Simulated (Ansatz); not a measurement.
A nudged elastic band was laid between two geometries of BBrCl2 + H2 (6 atoms, charge 0, multiplicity 1).

Theory: RKS PBE/def2-SVP in Ansatz.

```json
{
  "movable images": "7",
  "climbing image": "yes",
  "spring": "5.0 eV/Å²",
  "optimiser": "quadratic models (default)",
  "start path": "through a guess of the saddle point",
  "force threshold": "0.05 eV/Å",
  "iteration limit": "60",
  "end points": "relaxed"
}
```

First end point:

```xyz
6
Properties=species:S:1:pos:R:3
B 0.990 -0.514 0.233
Br 1.771 1.151 -0.307
Cl 0.726 -1.781 -0.947
Cl 0.543 -0.771 1.907
H -1.795 1.252 -0.556
H -2.235 0.663 -0.330
```

Last end point:

```xyz
6
Properties=species:S:1:pos:R:3
B -0.185 -1.039 0.358
Br 0.883 2.309 -0.769
Cl 0.605 -1.996 -0.874
Cl 0.444 -0.980 1.988
H -0.543 2.150 -0.792
H -1.204 -0.444 0.090
```

Q: Which bonds break or form, and what moves?

A: Bonds broken: B1–Br2, H5–H6. Bonds formed: B1–H6, Br2–H5. BBrCl2 + H2 becomes BCl2H + BrH.

Q: What energy profile does the band end with?

A: The run converged. The highest image is number 4 of 0 to 8, 109.3 kJ/mol above the first end and 62.6 kJ/mol above the last; the last end lies 46.7 kJ/mol above the first. A vibrational analysis at the climbing image gives one clearly imaginary mode, 543i cm⁻¹: a first-order saddle point. The orbitals stay closed-shell, which can raise the energy where a bond breaks towards radicals; this wasn't checked here.

```csv
image,path coordinate (Å),energy (kJ/mol),B1–Br2 (Å),H5–H6 (Å),B1–H6 (Å)
0,0.00,0.0,1.92,0.77,3.48
1,0.62,2.2,1.92,0.77,2.93
2,1.23,17.4,1.93,0.77,2.40
3,1.85,63.2,2.00,0.80,1.77
4,2.47,109.3,2.30,1.07,1.31
5,2.99,74.1,2.79,1.48,1.23
6,3.50,51.9,3.30,1.85,1.22
7,4.02,47.7,3.64,2.29,1.21
8,4.54,46.7,3.69,2.82,1.21
```

Q: What is the geometry of the highest image?

A: 
```xyz
6
Properties=species:S:1:pos:R:3
B 0.020 -0.368 0.131
Br 1.044 1.596 -0.503
Cl 0.400 -1.638 -1.045
Cl 0.234 -0.609 1.873
H -0.520 0.916 -0.352
H -1.178 0.104 -0.103
```

Q: What are the harmonic wavenumbers there?

A: 543i, 149, 171, 287, 648, 681, 724, 905, 976, 1273, 1519, 2158 cm⁻¹.

The band took 26 iterations and about 8 core-minutes.

The run took 4.1 min on 2 threads of Arm Neoverse V1, with other jobs on the host, peak memory 0.13 GiB.
